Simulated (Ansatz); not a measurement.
`CO[SiH2]C` + `FCS` → `C[SiH2]SCF` + CH₃OH  (ligand exchange at the Si–O bond)

Computed with Ansatz on PBE0-D4/def2-TZVP structures; ΔE is electronic, products minus reactants. CCSD(T)/CBS adds triple-zeta CCSD(T) − MP2 to the extrapolated MP2 energy (def2 sets, frozen cores). This one scheme is used for every species. Functionals use def2-TZVPP. B3LYP here is the variant with VWN-RPA as its local correlation; programs differ in this. One conformer a species, not always the lowest.

`CO[SiH2]C`:

```xyz
12

C    -1.475   -1.196    0.005
O    -1.233    0.120    0.434
Si    0.276    0.691    0.762
C     1.350    0.786   -0.759
H    -2.553   -1.371    0.021
H    -0.997   -1.932    0.663
H    -1.116   -1.360   -1.018
H     0.935   -0.200    1.763
H     0.069    2.038    1.347
H     1.515   -0.202   -1.197
H     2.329    1.200   -0.501
H     0.900    1.428   -1.520
```

`FCS`:

```xyz
6

F     0.951   -0.146    1.188
C     0.387    0.275    0.007
S    -1.388    0.061   -0.037
H     0.862   -0.271   -0.809
H     0.569    1.346   -0.102
H    -1.380   -1.265   -0.247
```

`C[SiH2]SCF`:

```xyz
12

C    -1.394    1.143    0.191
Si   -0.979   -0.671    0.141
S     0.910   -1.126    1.053
C     2.012   -0.481   -0.214
F     2.043    0.896   -0.243
H    -2.364    1.328   -0.279
H    -0.633    1.720   -0.337
H    -1.435    1.497    1.223
H    -1.963   -1.477    0.909
H    -0.919   -1.154   -1.267
H     1.708   -0.831   -1.203
H     3.014   -0.842    0.025
```

CH₃OH:

Z-matrix (Å, degrees):
```
C
O 1 1.409
H 1 1.097 2 112.4
H 1 1.090 2 107.0 3 -118.5
H 1 1.097 2 112.4 3 123.0
H 2 0.959 1 108.5 3 -61.6
```

(1) Is it downhill or uphill in electronic energy at CCSD(T)/CBS, and by how much? (Best estimate.)

(2) What do these levels give: PBE-D4, B3LYP-D4, CCSD/def2-TZVPP, HF/def2-QZVPP, SCS-MP2/def2-QZVPP, MP2/CBS(def2)? (Estimate.)

Largest T1 diagnostic among the species: 0.011.

## Answers

(1) Ansatz gave: Uphill: ΔE = +7.5 kcal/mol.

(2) The calculation gave: PBE-D4 4.8, B3LYP-D4 8.2, CCSD/def2-TZVPP 9.1, HF/def2-QZVPP 12.4, SCS-MP2/def2-QZVPP 8.7, MP2/CBS(def2) 7.0 kcal/mol.

The D4 term adds −1.1 kcal/mol with B3LYP and −0.6 kcal/mol with PBE0; it sums over pairs of atoms, weighted by their polarisabilities, and B3LYP, whose exchange is more repulsive, gets the larger term. In def2-TZVPP, CCSD(T) changes the Hartree–Fock value by −3.7 kcal/mol (the triples alone add −0.8 kcal/mol) and MP2 by −4.3 kcal/mol.
